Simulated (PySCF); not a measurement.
Se²⁺ (selenium, charge +2) across methods

[Ar] 3d10 4s1 4p3, high-spin 5S determinant (an excited configuration). Calculation: PySCF 2.14, in aug-cc-pVQZ-PP with ECP10MDF; a scalar-relativistic core potential.

```json
{"method": "LDA", "E (hartree)": "-371.0882", "mean ε 3d β (eV)": "-77.588", "mean ε 4s α (eV)": "-40.114", "mean ε 4p α (eV)": "-27.612", "Σ⟨r²⟩ (bohr²)": "24.19", "⟨S²⟩": "6.001"}
{"method": "revPBE", "E (hartree)": "-371.7363", "mean ε 3d β (eV)": "-77.506", "mean ε 4s α (eV)": "-39.938", "mean ε 4p α (eV)": "-27.558", "Σ⟨r²⟩ (bohr²)": "24.16", "⟨S²⟩": "6.001"}
{"method": "PBE", "E (hartree)": "-371.6607", "mean ε 3d β (eV)": "-77.562", "mean ε 4s α (eV)": "-39.974", "mean ε 4p α (eV)": "-27.572", "Σ⟨r²⟩ (bohr²)": "24.18", "⟨S²⟩": "6.001"}
{"method": "LC-wPBE", "E (hartree)": "-371.7233", "mean ε 3d β (eV)": "-83.414", "mean ε 4s α (eV)": "-45.986", "mean ε 4p α (eV)": "-32.088", "Σ⟨r²⟩ (bohr²)": "24.13", "⟨S²⟩": "6.001"}
{"method": "UHF", "E (hartree)": "-370.55168", "mean ε 3d β (eV)": "-94.166", "mean ε 4s α (eV)": "-49.556", "mean ε 4p α (eV)": "-33.251", "Σ⟨r²⟩ (bohr²)": "24.22", "⟨S²⟩": "6.001"}
{"method": "PBE0", "E (hartree)": "-371.6475", "mean ε 3d β (eV)": "-82.045", "mean ε 4s α (eV)": "-42.560", "mean ε 4p α (eV)": "-29.147", "Σ⟨r²⟩ (bohr²)": "24.13", "⟨S²⟩": "6.001"}
{"method": "BLYP", "E (hartree)": "-371.6179", "mean ε 3d β (eV)": "-77.449", "mean ε 4s α (eV)": "-39.636", "mean ε 4p α (eV)": "-27.191", "Σ⟨r²⟩ (bohr²)": "24.19", "⟨S²⟩": "6.000"}
{"method": "wB97X-V", "E (hartree)": "-371.6393", "mean ε 3d β (eV)": "-84.234", "mean ε 4s α (eV)": "-45.211", "mean ε 4p α (eV)": "-31.430", "Σ⟨r²⟩ (bohr²)": "24.21", "⟨S²⟩": "6.001"}
```

Task: Estimate the same row for r2SCAN.

Result: E (hartree) = -371.5646; mean ε 3d β (eV) = -78.013; mean ε 4s α (eV) = -41.166; mean ε 4p α (eV) = -28.171; Σ⟨r²⟩ (bohr²) = 24.01; ⟨S²⟩ = 6.001.

Energies and moments cover only the electrons outside the core potential.
